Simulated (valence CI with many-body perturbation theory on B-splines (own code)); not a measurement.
Ar XIV: what each term of the Hamiltonian does

Calculated by configuration interaction combined with many-body perturbation theory (CI+MBPT): three valence electrons over a frozen Dirac-Fock core [He], radial functions for each j: 11 s, 11 p, 9 d, 7 f, 5 g, 2 h, 1 i, with the one-electron correlation potential Σ1 (screened to all orders), the two-electron term Σ2, the three-electron term Σ3, Breit, model QED; selected single and double excitations, second order for the rest (own B-spline code, finite nucleus).

No measured levels were compared; by estimate levels of excited configurations hold to 0.05 to 0.15 % of their energy, terms of the ground configuration to about 0.5 %.

Each rung adds one term. CI alone is the Dirac-Coulomb CI over the frozen core; QED comes last and gives the full result, which names the levels. Energies are above 2s2 2p 2P°_1/2 on the same rung, in eV.

| Level | CI alone |
| --- | --- |
| 2s2 2p 2P°_3/2 | 2.94 |
| 2s 2p2 4P_1/2 | 28.62 |
| 2s 2p2 4P_3/2 | 29.74 |
| 2s 2p2 4P_5/2 | 31.31 |
| 2s 2p2 2D_3/2 | 51.26 |
| 2s 2p2 2D_5/2 | 51.42 |
| 2s 2p2 2S_1/2 | 64.09 |
| 2s 2p2 2P_1/2 | 68.16 |
| 2s 2p2 2P_3/2 | 69.48 |
| 2p3 4S°_3/2 | 89.85 |
| 2p3 2D°_3/2 | 101.27 |
| 2p3 2D°_5/2 | 101.64 |
| 2p3 2P°_1/2 | 113.38 |
| 2p3 2P°_3/2 | 113.98 |
| 2s2 3s 2S_1/2 | 423.65 |
| 2s2 3p 2P°_1/2 | 437.67 |

What do these energies become with core correlation, Breit and QED?

2s2 2p 2P°_3/2 2.81 (-0.127); 2s 2p2 4P_1/2 28.43 (-0.198); 2s 2p2 4P_3/2 29.49 (-0.246); 2s 2p2 4P_5/2 30.91 (-0.396); 2s 2p2 2D_3/2 50.86 (-0.394); 2s 2p2 2D_5/2 50.98 (-0.434); 2s 2p2 2S_1/2 63.80 (-0.282); 2s 2p2 2P_1/2 67.62 (-0.540); 2s 2p2 2P_3/2 68.80 (-0.680); 2p3 4S°_3/2 89.02 (-0.835); 2p3 2D°_3/2 100.55 (-0.715); 2p3 2D°_5/2 100.79 (-0.850); 2p3 2P°_1/2 112.68 (-0.698); 2p3 2P°_3/2 113.22 (-0.767); 2s2 3s 2S_1/2 423.63 (-0.025); 2s2 3p 2P°_1/2 437.61 (-0.055).

How does the ionisation energy move along the ladder, and which term matters most?

CI alone 755.20, + Σ1 755.49, + Σ2 755.43, + Σ3 755.40, + Breit 755.11, + QED 755.13 eV. The largest step is Breit, -0.29 eV, with Σ1 about as large (0.28). NIST lists 755.13 ± 0.22 eV (semi-empirical).
